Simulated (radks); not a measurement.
The numbers below are computed, except where a source is named.
Species: Co4+. Configuration: [Ar] 3d5.

Code: a radial shooting solver on a logarithmic mesh with Libxc functionals. Model: scalar-relativistic Kohn-Sham, LDA (Slater exchange, VWN5 correlation), spin-polarised, spherical densities, finite nucleus; open shells are filled with parallel spins first; Fermi nuclear charge, rms radius 3.7875 fm.

Energy parts (eV):
total: -37734.411
kinetic: 38209.374
electron-nucleus: -89061.243
Hartree: 14625.323
exchange-correlation: -1507.864

Orbitals (lengths in bohr, moments of r in powers of bohr; r(90%) holds 90 % of the orbital's charge):
1s up: occ. 1; eigenvalue (eV) -7638.381; <1/r> 26.98; <r^4> 0.00004666; r(90%) 0.101; <r^2> 0.004261
1s down: occ. 1; eigenvalue (eV) -7638.352; <1/r> 26.99; <r^4> 0.00004666; r(90%) 0.101; <r^2> 0.004260
2s up: occ. 1; eigenvalue (eV) -961.2061; <1/r> 5.795; <r^4> 0.01047; r(90%) 0.397; <r^2> 0.07752
2s down: occ. 1; eigenvalue (eV) -957.8509; <1/r> 5.808; <r^4> 0.01037; r(90%) 0.396; <r^2> 0.07719
2p up: occ. 3; eigenvalue (eV) -833.1295; <1/r> 5.694; <r^4> 0.007921; r(90%) 0.369; <r^2> 0.06247
2p down: occ. 3; eigenvalue (eV) -830.5439; <1/r> 5.706; <r^4> 0.007822; r(90%) 0.368; <r^2> 0.06212
3s up: occ. 1; eigenvalue (eV) -164.4465; <1/r> 1.869; <r^4> 0.7042; r(90%) 1.13; <r^2> 0.6652
3s down: occ. 1; eigenvalue (eV) -158.0655; <1/r> 1.855; <r^4> 0.7258; r(90%) 1.14; <r^2> 0.6736
3p up: occ. 3; eigenvalue (eV) -127.5479; <1/r> 1.741; <r^4> 0.9049; r(90%) 1.21; <r^2> 0.7312
3p down: occ. 3; eigenvalue (eV) -121.3108; <1/r> 1.724; <r^4> 0.9487; r(90%) 1.22; <r^2> 0.7456
3d up: occ. 5; eigenvalue (eV) -68.4815; <1/r> 1.465; <r^4> 1.819; r(90%) 1.43; <r^2> 0.9315
3d down: occ. 0; eigenvalue (eV) -62.4363; <1/r> 1.434; <r^4> 2.140; r(90%) 1.49; <r^2> 0.9978

The highest occupied level is 3d up at -68.482 eV. Summed over all electrons, <r^2> = 10.96 bohr^2, which gives a Langevin (diamagnetic) susceptibility term of -8.68 x 10^-6 cm^3/mol. Spin moment in Bohr magnetons: 5. The density falls to 0.001 e/bohr^3 at r = 2.46 bohr. The spin density at the nucleus is -1.579 e/bohr^3 (1s -0.141, 2s -3.346, 3s 1.908).
